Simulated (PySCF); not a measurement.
A PySCF script (with the pyscf-properties extension) for the NMR shieldings of SMILES C=N/C=C\C[SiH2]O[SiH3], C4H11NOSi2, on a GFN2-xTB geometry:

```python
import basis_set_exchange as bse
import numpy as np
from pyscf import gto, dft
from pyscf.prop import nmr

atoms = """
C     1.935310    2.014441    2.428341
N     1.478421    0.953588    1.922003
C     1.675118    0.672142    0.590749
C     1.135966   -0.419229    0.035520
C     0.264730   -1.372625    0.752807
Si   -1.573703   -0.875755    0.547771
O    -1.907660   -0.661151   -1.022451
Si   -1.879149   -0.251594   -2.589944
H     1.763661    2.200063    3.477745
H     2.498073    2.773154    1.871758
H     2.290802    1.355220   -0.000321
H     1.302141   -0.605064   -1.016575
H     0.417453   -2.381411    0.370162
H     0.503095   -1.357386    1.813848
H    -2.444857   -1.974649    0.964432
H    -1.843106    0.390050    1.222442
H    -0.498924    0.060630   -2.962416
H    -2.377868   -1.424226   -3.304129
H    -2.749307    0.913052   -2.732100
"""
names = dict.fromkeys(["C", "N", "Si", "O", "H"], "pcSseg-1")
basis = {el: gto.basis.parse(bse.get_basis(n, elements=[el], fmt="nwchem")) for el, n in names.items()}
mol = gto.M(atom=atoms, basis=basis, charge=0, verbose=0)
mf = dft.RKS(mol, xc="PBE0")
mf.grids.level = 2
mf.grids.alignment = dft.numint.BLKSIZE   # the property module wants whole blocks of grid points
mf.conv_tol = 1e-9
mf.kernel()

calc = nmr.RKS(mf)   # GIAO
C = mf.mo_coeff
Co = C[:, mf.mo_occ > 0]
resp = mf.gen_response(singlet=True, hermi=2)
def vind(x):   # induced exchange potential for any number of trial vectors
    d = np.einsum("pi,xij,qj->xpq", C, 2 * x.reshape(-1, C.shape[1], Co.shape[1]), Co, optimize=True)
    return np.einsum("xpq,pi,qj->xij", resp(d - d.transpose(0, 2, 1)), C, Co, optimize=True).ravel()
mo1, _ = nmr.rhf.solve_mo1(calc, with_cphf=vind)
sigma = calc.kernel(mo1)
for i, s in enumerate(sigma):   # ppm
    print("%2d %-2s %9.2f" % (i, mol.atom_pure_symbol(i), np.trace(s) / 3))
```

Question: Give the expected output.

Answer: 
```
 0 C      34.70
 1 N    -123.14
 2 C      42.17
 3 C      44.65
 4 C     163.28
 5 Si    373.07
 6 O     328.11
 7 Si    391.66
 8 H      24.60
 9 H      24.19
10 H      24.90
11 H      25.42
12 H      29.85
13 H      28.53
14 H      26.49
15 H      26.76
16 H      26.51
17 H      26.54
18 H      26.56
```

These numbers come from an equivalent density-fitted implementation of the same equations, which agrees with the script to about 0.01 ppm for H and up to a few tenths of a ppm for heavy atoms, so last digits may differ.

Question: Turn these shieldings into chemical shifts. References, each an isolated molecule treated in the same way: $^{13}$C (σ = 186.93 ppm) and $^{29}$Si (σ = 349.16 ppm) and $^{1}$H (σ = 31.72 ppm) against TMS; $^{15}$N (σ = 267.73 ppm) against NH3; $^{17}$O (σ = 336.08 ppm) vs H2O.

Answer: Averaging equivalent atoms: C 0: 152.2; C 2: 144.8; C 3: 142.3; C 4: 23.6; N 1: 390.9; Si 5: -23.9; Si 7: -42.5; O 6: 8.0; H 9: 7.53; H 8: 7.12; H 10: 6.81; H 11: 6.29; H 16/17/18: 5.18; H 14/15: 5.09; H 12/13: 2.52 ppm. Experimental scales use liquid or dissolved standards, which lie at an offset from isolated NH3 (liquid NH3: subtract about 20 ppm) and H2O (liquid H2O: subtract about 36 ppm). Unscaled 15N shifts of sp2 nitrogen come out 20 to 40 ppm too high even then.

Size and cost of the density-fitted run: 205 basis functions, 2.5 min wall time (100 s CPU) on 1 thread of an Intel Xeon, shared host; peak memory 0.98 GiB.
